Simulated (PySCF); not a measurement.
Input file for PySCF: R-B3LYP/6-31G* on CH4S (SMILES CS).

```python
from pyscf import gto, scf, dft, mp
from pyscf.data.elements import chemcore

mol = gto.M(
    atom='''
    C     0.22612693    1.17842446    2.81184863
    S     0.62349914   -0.52910083    2.30399625
    H    -0.14104048    1.19934672    3.83476581
    H     1.16055890    1.73304222    2.75476458
    H    -0.49346416    1.62526909    2.13086053
    H    -0.62355323   -1.02449205    2.37116449
    ''',
    basis='6-31g*',
    cart=True,
    charge=0, spin=0, verbose=3, max_memory=1800)
mf = dft.RKS(mol, xc='b3lyp')
mf.conv_tol = 1e-8
mf.max_cycle = 100
mf.kernel()
if not mf.converged:
    mf = mf.newton().run(mf.mo_coeff, mf.mo_occ)
```

Q: Give the final energy of this run.

A: -438.6981 hartree.
